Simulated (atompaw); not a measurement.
# Pseudopotential generation for chlorine: PAW (atompaw), PBEsol, scalar-relativistic.

```
Element                 : Cl
Generator               : atompaw 4.2.0.5
Type                    : PAW
Functional              : PBEsol
Relativity              : scalar-relativistic
Frozen core             : [Ne]
Valence charge          : 7
Reference configuration : 3s2 3p4 (charge +1)
Partial waves           : 3s (bound): rc 1.60 bohr; 3s channel at -1.6 Ry: rc 1.60 bohr; 3p (bound): rc 1.60 bohr; 3p channel at -0.85 Ry: rc 1.60 bohr
Local potential         : bessel scheme, radius 1.55 bohr
Core correction         : smooth core density matched at 1.50 bohr
Augmentation charge     : besselshape compensation charge, radius 1.50 bohr; PAW radius 1.60 bohr; waves and projectors: custom rrkj gramschmidtortho
```

* Cutoffs needed: 25 Ry and 35 Ry (the cutoffs (Ry, on a coarse ladder) from which the occupation-weighted sum of valence levels, in a spherical-Bessel basis at the reference potential, stays within 10 and 1 mRy of its value at 400 Ry)
* Ghost test: no extra level below or beside the all-electron valence levels (s, p, d, f tested) (spherical-Bessel basis up to 400 Ry, 20 bohr box)
* Lowest eigenvalue of the overlap operator: 0.44 (s channel)
* Overlap eigenvalues printed by atompaw (projector basis): 0.607, 0.686, 0.885, 35.6
* Warning: the pseudo core plus compensation charge is negative at some radii, so no UPF file was written
* Share of each valence orbital outside the PAW sphere: 3s 37 %, 3p 50 %
